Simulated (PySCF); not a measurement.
ITl, charge +1, doublet, at a GFN2-xTB geometry (such geometries of metal compounds can be far from the true shape) (a state made from the parent by changing its charge; the spin is typed, not shown lowest) (core potentials on I, Tl). Base run: DF-M06/def2-TZVP run with PySCF.

The PySCF input:
```python
from pyscf import gto, scf, dft

mol = gto.M(
    atom='''
Tl   -0.00000000   -0.00000000   -1.39728021
I     0.00000000    0.00000000    2.13546599
''',
    basis='def2-tzvp',
    ecp={'I': 'def2-tzvp', 'Tl': 'def2-tzvp'},
    charge=1,
    spin=1,
    verbose=4,
)

mf = dft.UKS(mol)
mf.xc = 'm06'
mf = mf.density_fit(auxbasis='def2-universal-jkfit')
mf.kernel()
```

Variants of this job, named by their change:

| change | ΔE vs base (µEh) | grid points | electrons on the grid |
|---|---|---|---|
| base | 0.0 | 44888 | 45.00000 |
| grids.radi_method = mura_knowles | -1.4 | 38088 | 45.00000 |
| grids.level = 7 | 3.8 | 182216 | 45.00000 |
| grids.atom_grid = (99, 590) | 17.3 | 57120 | 45.00000 |
| grids.prune = off | -4.3 | 84632 | 45.00000 |
| grids.becke_scheme = stratmann | -0.2 | 44888 | 45.00000 |
| grids.radi_method = delley | 1.7 | 40136 | 45.00000 |
| grids.level = 5 | 4.5 | 95192 | 45.00000 |
| grids.level = 2 | -67.2 | 28848 | 45.00001 |
| grids.atom_grid = (150, 974) | 3.0 | 141312 | 45.00000 |
| grids.level = 1 | 1130 | 16584 | 44.99998 |

Open shells are given as the SCF converged; they aren't shown to be the lowest states, and a large step between rows can be another state.
